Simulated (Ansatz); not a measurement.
Start from `CC[O][Zr]([OH])([O]CC)[O]CC` and change one atom or group to get `CC[O][Zr]([Cl])([O]CC)[O]CC`.

Ansatz, PBE0-D4/def2-TZVP geometries, multiplicity 1. Each molecule was computed in one conformer, which needn't be the lowest.

Elements past krypton have def2 core potentials.

```csv
property,`CC[O][Zr]([OH])([O]CC)[O]CC`
LUMO energy (PBE0/def2-TZVPP) / eV,0.16
size of the dipole moment (ωB97M-V/def2-TZVPP) / D,0.36
size of the dipole moment (B3LYP/def2-TZVPP) / D,0.40
HOMO–LUMO gap (PBE0/def2-TZVPP) / eV,7.62
HOMO energy (PBE0/def2-TZVPP) / eV,-7.47
HOMO–LUMO gap (B3LYP/def2-TZVPP) / eV,7.14
```

Task: What does the change do to each property? (Best estimate.)

Result: The calculation gave: 
```
                                          property  `CC[O][Zr]([Cl])([O]CC)[O]CC`  shift
                LUMO energy (PBE0/def2-TZVPP) / eV                          -0.01  -0.17
size of the dipole moment (ωB97M-V/def2-TZVPP) / D                           3.85   3.49
  size of the dipole moment (B3LYP/def2-TZVPP) / D                           3.87   3.47
              HOMO–LUMO gap (PBE0/def2-TZVPP) / eV                           7.92   0.30
                HOMO energy (PBE0/def2-TZVPP) / eV                          -7.92  -0.45
             HOMO–LUMO gap (B3LYP/def2-TZVPP) / eV                           7.45   0.31
```

With PBE0 the HOMO falls by 0.45 eV and the LUMO falls by 0.17 eV, so the gap widens by about 0.28 eV. PBE moves the HOMO by -0.44 eV and ωB97M-V by -0.46 eV. Dipoles are sizes alone; their direction can turn.

B3LYP here is the variant with VWN-RPA as its local correlation; programs differ in this.
